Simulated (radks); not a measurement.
Results of a calculation; reference values are marked as such.
Ho2+, configuration [Xe] 4f11 (the NIST ground configuration). Code: a radial shooting solver on a logarithmic mesh with Libxc functionals. Model: scalar-relativistic Kohn-Sham, BLYP, spin-polarised, spherical densities, point nucleus; open shells are filled with parallel spins first (spin-orbit coupling, left out, can overturn this in heavy ions).

Unscreened Slater integrals over Kohn-Sham orbitals (hartree). They are taken over the spin-up orbitals. Empty in this configuration: 6s.

\begin{tabular}{lr}
integral & value \\ \hline
F0(4f,4f) & 1.1356 \\
F2(4f,4f) & 0.52467 \\
F4(4f,4f) & 0.32640 \\
F6(4f,4f) & 0.23406 \\
F0(4f,5p) & 0.71639 \\
F2(4f,5p) & 0.24484 \\
G2(4f,5p) & 0.13370 \\
G4(4f,5p) & 0.10113 \\
F0(4f,5s) & 0.81491 \\
G3(4f,5s) & 0.15652 \\
F0(4f,6s) & 0.34961 \\
G3(4f,6s) & 0.014751 \\
F0(5p,5p) & 0.59864 \\
F2(5p,5p) & 0.32089 \\
F0(5p,5s) & 0.64529 \\
G1(5p,5s) & 0.42764 \\
F0(5p,6s) & 0.33161 \\
G1(5p,6s) & 0.029328 \\
F0(5s,5s) & 0.70778 \\
F0(5s,6s) & 0.33792 \\
G0(5s,6s) & 0.015468 \\
F0(6s,6s) & 0.26992 \\
\end{tabular}

Derived for the open shells (J is the average intra-shell exchange parameter used in DFT+U). 4f: F4/F2 = 0.622, F6/F2 = 0.446, J = (286 F2 + 195 F4 + 250 F6)/6435 = 0.04230 hartree.
